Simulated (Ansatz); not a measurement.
The cluster Al4H. Total charge 0; doublet. Geometry PBE0-D4/def2-SVP.

```xyz
5

Al   -0.201   -1.052   -1.645
Al    0.108    1.111    1.616
Al   -1.250   -0.939    0.742
Al    0.680    1.295   -0.924
H     0.662   -0.414    0.212
```

At LDA (SPW92)/def2-TZVP the gap within one spin of the charge 0 doublet nearly closes, so an electron or hole may be smeared out by delocalisation error. In the doublet geometry the species has come apart into loosely held pieces. The structure comes from a short search, and lower isomers may exist.

(1) Estimate the α-spin orbital energies around the gap (eV) in Ansatz with LDA (SPW92)/def2-TZVP, PBE-D4/def2-SVP, PBE-D4/def2-TZVP, PBE0-D4/def2-SVP, BHLYP-D4/def2-TZVP.

## Answers

(1) 
```
orbital  LDA (SPW92)/def2-TZVP  PBE-D4/def2-SVP  PBE-D4/def2-TZVP  PBE0-D4/def2-SVP  BHLYP-D4/def2-TZVP
 HOMO−5                  -8.30            -8.25             -8.18             -9.42              -10.26
 HOMO−4                  -8.01            -7.99             -7.90             -9.16               -9.95
 HOMO−3                  -6.72            -6.75             -6.66             -7.70               -8.34
 HOMO−2                  -5.54            -5.46             -5.43             -6.11               -6.55
 HOMO−1                  -4.67            -4.71             -4.67             -5.36               -5.63
   HOMO                  -4.45            -4.46             -4.35             -5.18               -5.47
   LUMO                  -3.07            -3.05             -2.98             -2.54               -1.71
 LUMO+1                  -2.79            -2.73             -2.66             -2.12               -1.13
 LUMO+2                  -2.72            -2.62             -2.59             -1.98               -1.03
 LUMO+3                  -2.20            -2.24             -2.16             -1.71               -0.78
 LUMO+4                  -0.86            -0.76             -0.76              0.01                0.84
 LUMO+5                  -0.75            -0.59             -0.67              0.17                0.89
 β HOMO                  -4.34            -4.37             -4.27             -5.11               -5.45
 β LUMO                  -4.21            -4.03             -3.94             -3.37               -2.42
```
